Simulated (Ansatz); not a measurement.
`C[N](C)[Zn][O][SiH3]` + HCl → `[SiH3][O][Zn][Cl]` + `CNC` at 500 K and 1 bar (ligand exchange at a Zn–N bond).

Program: Ansatz. Geometries: PBE0-D4/def2-TZVP. ΔE: electronic, gas phase. CCSD(T)/CBS is the MP2 limit (def2-TZVPP, def2-QZVPP) plus CCSD(T) − MP2 in def2-TZVPP, frozen cores. This one scheme is used for every species. For Zn outer-core shells are correlated without core-valence functions, which leaves a few kJ/mol of doubt a bond. Scalar relativity is left out up to krypton. One conformer a species, not always the lowest.

| species | CCSD(T)/CBS energy (Eh) | H − E (kJ/mol) | S (J/(mol·K)) |
| --- | --- | --- | --- |
| `C[N](C)[Zn][O][SiH3]` | -2278.90366 | 353.7 | 536.6 |
| HCl | -460.38127 | 32.5 | 201.9 |
| `[SiH3][O][Zn][Cl]` | -2604.33020 | 120.4 | 415.4 |
| `CNC` | -135.00321 | 273.8 | 313.8 |

H − E and S are ideal-gas, rigid-rotor, harmonic terms from PBE0-D4/def2-TZVP, for one conformer and one mirror image of each species. 1 Eh = 2625.50 kJ/mol, R = 8.31446 J/(mol·K).

Task: By hand: ΔE, ΔH, ΔS and ΔG.

Result: ΔE = (-2604.33020) + (-135.00321) − (-2278.90366) − (-460.38127) = -0.04848 Eh = -127.3 kJ/mol. Δ(H − E) = 120.4 + 273.8 − 353.7 − 32.5 = 8.0, so ΔH = -119.3 kJ/mol. ΔS = 415.4 + 313.8 − 536.6 − 201.9 = -9.3 J/(mol·K). ΔG = -119.3 − 500 × (-9.3)/1000 = -114.6 kJ/mol.

Task: By hand: the equilibrium constant, and the temperature at which ΔG would vanish if ΔH and ΔS stayed fixed.

Result: log₁₀ K = −ΔG/(RT ln 10) = 12.0. ΔG = 0 at ΔH/ΔS = 12828 K, far beyond where these terms or the molecules hold.

The number of gas molecules stays the same, so ΔS is small and ΔH decides. A doubt of 5 kJ/mol in ΔE shifts log₁₀ K by 0.5 here. Other conformers and mirror images would add mixing entropy, several J/(mol·K) or more a flexible species. Modes under 60 cm⁻¹, often nearly free rotors, make the harmonic entropy too high. These are equilibria of isolated gas molecules and say nothing of rates. Largest T1 diagnostic: 0.015 (customary marks: 0.02 for closed shells, 0.045 for open ones).
